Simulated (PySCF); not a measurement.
Mapped SMILES: `[CH3:1][SiH2:2]/[CH:3]=[CH:4]\[SiH2:5][PH2:6]`; H(Xn) means a hydrogen on atom n.

[PySCF 2.14.0 with density-fitted response routines: structure optimised with PBE0-D3(BJ)/def2-SVP; B3LYP/pcSseg-1 with gauge-including orbitals; one conformer; equivalent nuclei averaged; no solvent; relativity neglected]

δ = σ(ref) − σ, references computed at the same level: TMS for 13C, 1H, 29Si; 31P vs H3PO4.

```
 atoms  nucleus  count  δ (ppm)
    C4      13C      1        ?
H(Si2)       1H      2     4.37
   Si2     29Si      1    -51.0
 H(C4)       1H      1        ?
    P6      31P      1        ?
H(Si5)       1H      2     4.67
    C1      13C      1     -4.4
 H(C3)       1H      1     7.18
   Si5     29Si      1    -55.6
 H(P6)       1H      2     1.62
    C3      13C      1        ?
 H(C1)       1H      3     0.41
```

Question: Complete the table.

Answer: 
- C3: 163.4 ppm, alkene CH; an sp2 carbon of a C=C bond
- C4: 152.4 ppm, alkene CH; as expected for a trigonal carbon in a double bond
- H(C4): 6.97 ppm, hydrogen on an alkene CH; olefinic region
- P6: -266.6 ppm, phosphorus bonded to Si, 2 H

Shifts are as computed. Against solution values, carbons near 30 ppm lie about +2 ppm off and those near 130 ppm about +6 ppm. Of 1211 compounds with measured shifts, 218 miss one by over three times the rms of a fit or turn the order of signals round; such compounds aren't used in these exercises. Experimental scales use liquid or dissolved standards, which lie at an offset from isolated H3PO4.
